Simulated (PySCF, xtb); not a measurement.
Be(I)(OMe) (CH3BeIO), SMILES C[O][Be][I]. Other conformers were not sampled.

Harmonic wavenumbers (cm⁻¹) from GFN2-xTB run with xtb at its own minimum, in rising order: 118, 118, 280, 280, 325, 1028, 1153, 1153, 1407, 1479, 1479, 1530, 2946, 2946, 2961.

Q: What does PBE0-D3(BJ)/def2-SVP run with PySCF 2.14.0 give at its own minimum? (An estimate is asked for; the answer gives what the named calculation found.)

A: 65, 65, 275, 275, 301, 1074, 1191, 1191, 1464, 1474, 1474, 1589, 3023, 3113, 3113. Paired by order, the mean absolute difference is 52 cm⁻¹ and the zero-point energies are 27.5 and 28.1 kcal/mol.
